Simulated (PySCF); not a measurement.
**Simulated absorption spectrum**

Species: C4H4O3S.
InChI=1S/C4H4O3S/c1-8(6,7)4-2-3(4)5/h2H,1H3

Computed with TDDFT wB97X-D/def2-SVPD, vertical, gas phase, core orbitals frozen in the response in PySCF 2.14.0, density-fitted response routines. One conformer (not necessarily the lowest) at the GFN2-xTB geometry, without solvent, vibrations or thermal averaging. Torsions of this conformer, `[CH3:1][S:2](=[O:3])(=[O:4])[c:5]1[cH:6][c:7]1=[O:8]`: C1–S2–C5–C6 178°.

Each state is given a Gaussian of 0.3 eV full width at half maximum, with ε(max) = 2.175×10⁸ f / Δν̃ (Δν̃ the width in cm⁻¹). The width is an assumption, not a result. The curve ends short of the highest state used, and states not computed would add to its high-energy end.

```
E (eV)  ε (L mol⁻¹ cm⁻¹)
  3.62                 0
  3.74                 0
  3.85                 0
  3.97                 0
  4.08                 0
  4.20                 0
  4.31                 0
  4.43                 0
  4.54                 0
  4.66                 0
  4.77                 0
  4.88                 0
  5.00                 0
  5.11                 0
  5.23                 0
  5.34                 0
  5.46                 0
  5.57                 0
  5.69                 1
  5.80                18
  5.92               290
  6.03              1777
  6.15              5490
  6.26              7086
  6.37              4370
  6.49              1419
  6.60              1632
  6.72              3450
  6.83              3445
  6.95              1479
```

(1) Where are the band maxima, and which computed states make them?

(2) Coming from long wavelengths, where does ε first pass 100 L mol⁻¹ cm⁻¹?

(3) On this curve, what absorbance would a 10⁻⁴ mol/L sample give at 193 nm over a 1 cm path?

Results:

(1) 199 nm (6.24 eV), ε about 7200, made up of S3 (100%); 183 nm (6.77 eV), ε about 3800, made up of S5 (35%) and S6 (65%) (ε in L mol⁻¹ cm⁻¹; maxima over ε = 5, shares over 10%). The states used: S1 4.07 eV (f 0.0000); S2 5.75 eV (f 0.0000); S3 6.24 eV (f 0.080); S4 6.56 eV (f 0.0003); S5 6.77 eV (f 0.015); S6 6.78 eV (f 0.027); S7 7.48 eV (f 0.012); S8 7.55 eV (f 0.0018).

(2) At about 211 nm (5.87 eV), 1.80 eV above S1.

(3) 193 nm is 6.424 eV, where ε is about 2700 L mol⁻¹ cm⁻¹, so A = ε c l ≈ 0.27 (Beer–Lambert, with the gas-phase spectrum and the assumed width).
